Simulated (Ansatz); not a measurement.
Cost and result for the atomization energy of `C[NH][Al]([OH])[F]` (10 atoms, 9 bonds).

Z-matrix (Å, degrees):
```
C
N 1 1.449
H 1 1.096 2 112.2
H 1 1.092 2 109.9 3 119.2
H 1 1.096 2 112.2 3 -121.6
Al 2 1.752 1 127.6 3 -119.3
H 2 1.008 1 112.6 3 60.7
F 6 1.650 2 119.5 1 -180.0
O 6 1.687 2 119.4 1 0.0
H 9 0.955 6 124.0 2 -180.0
```

The species carries charge 0 and has multiplicity 1. The structure was optimised at the PBE0-D4/def2-TZVP level. It is one conformer, not always the lowest. Program: Ansatz. All runs use 4 threads of an Intel Xeon Platinum 8259CL on a shared host. Times are those of one run each, without the atoms' runs, and a repeat can differ threefold. Electronic energies, without spin–orbit coupling; frozen cores. CCSD(T)/CBS adds CCSD(T) − MP2 in def2-TZVPP to the MP2 limit, and its time is that of the two runs behind it. T1 = 0.011. B3LYP takes the VWN-RPA correlation (the form of Gaussian; ORCA's B3LYP/G).

CCSD(T)/CBS is a level of theory with its own doubt, some kJ/mol a heavy atom from the limit and from the frozen cores, so smaller differences don't rank the functionals.

```tsv
level	functions	wall time	atomization (kJ/mol)	difference from CCSD(T)/CBS	per bond
PBE-D4/def2-TZVPP (with forces)	236	3 s	3932.0	38.9	4.3
PBE0-D4/def2-TZVPP	236	3.4 s	3843.3	-49.8	-5.5
r2SCAN-D4/def2-TZVPP (with forces)	236	5 s	3872.7	-20.4	-2.3
B3LYP-D4/def2-TZVPP (with forces)	236	5.5 s	3869.4	-23.7	-2.6
B2PLYP/def2-TZVPP	236	5.5 s	3843.0	-50.1	-5.6
ωB97X-V/def2-TZVPP	236	8 s	3879.8	-13.3	-1.5
ωB97M-V/def2-TZVPP (with forces)	236	11 s	3884.2	-8.9	-1.0
MP2/def2-QZVPP	448	18 s	3944.1	51.0	5.7
CCSD(T)/def2-TZVPP	236	86 s	3775.9	-117.2	-13.0
CCSD(T)/CBS(def2)	–	100 s	3893.1	0.0	0.0
```

The D4 term adds +26.3 kJ/mol with B3LYP and +13.8 kJ/mol with PBE0; it sums over pairs of atoms, weighted by their polarisabilities, and B3LYP, whose exchange is more repulsive, gets the larger term. From PBE to PBE0 (25 % exact exchange), in def2-TZVPP and without D4, the atomization energy moves by −86.1 kJ/mol: exact exchange takes away binding that semilocal exchange gives to molecules. In def2-TZVPP, CCSD(T) changes the Hartree–Fock value by +1003.3 kJ/mol (the triples alone add +55.9 kJ/mol) and MP2 by +1100.5 kJ/mol; breaking electron pairs costs correlation energy, which Hartree–Fock lacks.
